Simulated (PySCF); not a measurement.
Cd(Et)2 (C₄H₁₀Cd), SMILES [CH2](C)[Cd][CH2]C.

Geometry optimised at B3LYP-D3(BJ)/def2-SVP. The isomer is the one that the SMILES or the coordinates give; other isomers of the formula were not compared. The def2 effective core potentials stand for the cores of Cd; spin–orbit coupling is left out. The values are those of a single conformer.

Two levels are set side by side: PBE/def2-TZVP (PySCF) and M06-2X/def2-TZVP (PySCF). Same geometry, gas phase. Differences are taken from unrounded values.

| quantity | M06-2X | PBE | PBE minus M06-2X |
|---|---|---|---|
| orbital gap (eV) | 7.31 | 4.27 | -3.04 |
| highest occupied level (eV) | -7.19 | -5.18 | 2.01 |
| lowest empty level (eV) | 0.11 | -0.91 | -1.03 |
| mean polarisability (bohr³) | 84.0 | 89.5 | 5.5 |

PBE's occupied levels lie high since its potential decays too fast outside the molecule; exact exchange lowers them and widens the gap. PBE's more diffuse valence density responds more strongly to a field. Differences between two approximate levels are no errors against the true value.

Rough cost on one machine, each run with all the roots and properties that it gave: M06-2X against PBE about 3 times.
